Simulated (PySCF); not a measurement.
Work out the structure from these simulated measurements.

Formula: B2H8P2.

| Item | Value |
| --- | --- |
| Dipole | 0.94 D [CAM-B3LYP/def2-SVPD] |
| Polarisability | 83.2 au [CAM-B3LYP/def2-SVPD] |
| 1H NMR | chemical shifts (computed TMS as zero) by class: 4.16 (4 H), 2.56 (4 H) ppm [GIAO B3LYP/pcSseg-2] |
| Rotational structure | rotational constants A, B, C: 7.048, 3.540, 2.630 GHz [PBE0-D3(BJ)/def2-SVP] |
| XPS | P2p3/2 137.0 (×2), B1s 194.3 (×2), P1s 2150.5 (×2) eV [ΔSCF SCAN, pcX-2 on the ionised atom, pcseg-1 elsewhere, spin-free X2C, 2p3/2 from a spin–orbit splitting computed afterwards within the 2p shell] |
| Valence photoelectron | vertical ionisation energy: 9.86 eV [ΔSCF CAM-B3LYP/def2-SVPD] |
| UV, first state | lowest singlet excitation: 6.44 eV (193 nm, f = 0.000) [TDDFT CAM-B3LYP/def2-SVPD] |

The electronic properties come from PySCF, for the isolated species, density fitting. Levels stand in brackets. Isolated species at its PBE0-D3(BJ)/def2-SVP geometry, gas phase. Each NMR value is the plain mean over a class of atoms that symmetry, rotation or inversion makes alike.

**Question.** Give a SMILES that accounts for the data.

**Answer.** Numbering: `[BH2-:1]1[PH2+:2][BH2-:3][PH2+:4]1`. Hydrogen classes from least to most shielded: 4 H on 2 like atoms (phosphorus bonded to 2 B and 2 H), P2/P4 (4.16 ppm), 4 H on 2 four-coordinate borons, B1/B3 (2.56 ppm, a mean of values up to 0.6 ppm apart in this geometry). The core levels belong to: P2p3/2 137.0 eV, phosphorus bonded to 2 B and 2 H [P2/P4]; B1s 194.3 eV, four-coordinate boron [B1/B3]; P1s 2150.5 eV, phosphorus bonded to 2 B and 2 H [P2/P4]. The first electron is taken from the HOMO, whose largest Löwdin shares are 0.21 on each of 2 atoms of one kind (four-coordinate boron) and 0.15 on each of 2 atoms of one kind (phosphorus bonded to 2 B and 2 H). The optimised geometry has point group C2v and is an asymmetric top. Structure: `[BH2-]1[PH2+][BH2-][PH2+]1`. The assignments are read from this structure; whether some other isomer fits the data as well wasn't checked.
